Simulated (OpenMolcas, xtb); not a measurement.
# SiH3Br (SMILES [SiH3]Br): methods side by side

SiH3Br has 5 atoms, charge 0, and is taken as a singlet. SMILES: `[SiH3]Br`. Geometry: relaxed at GFN2-xTB.

Each level gives the dipole moment (D). The values are calculated.

| level | kind | program | value (D) | CPU time |
| --- | --- | --- | --- | --- |
| GFN2-xTB | semi-empirical | xtb | 5.45 | under 2 s |
| GFN0-xTB | semi-empirical | xtb | 1.94 | under 2 s |
| GFN1-xTB | semi-empirical | xtb | 1.65 | under 2 s |
| HF/STO-3G | Hartree–Fock | OpenMolcas | 2.63 | 1.3 s |
| HF/3-21G | Hartree–Fock | OpenMolcas | 2.67 | 1.4 s |
| HF/def2-SVP | Hartree–Fock | OpenMolcas | 2.01 | 3.1 s |
| PBE/def2-TZVP | GGA | OpenMolcas | 1.48 | 23 s |
| B3LYP/6-31G* (spherical functions) | global hybrid | OpenMolcas | 2.00 | 8.2 s |
| B3LYP/6-31G* (Cartesian functions) | global hybrid | OpenMolcas | 1.99 | 8.9 s |
| PBE0/def2-SVP | global hybrid | OpenMolcas | ? | 7.8 s |

Question: Estimate what the levels marked ? give.

Answer: As computed at these levels: PBE0/def2-SVP: 1.71 D. All-electron rows without a relativistic Hamiltonian named are non-relativistic. The values span 1.48 to 5.45 D. Sets without polarisation functions give poor dipoles. Without the sets that lack polarisation functions the rows with a basis span only 1.48 to 2.01 D. CPU times are rough (shared hosts, several kinds of processor): they show what a rung costs within a factor of a few.
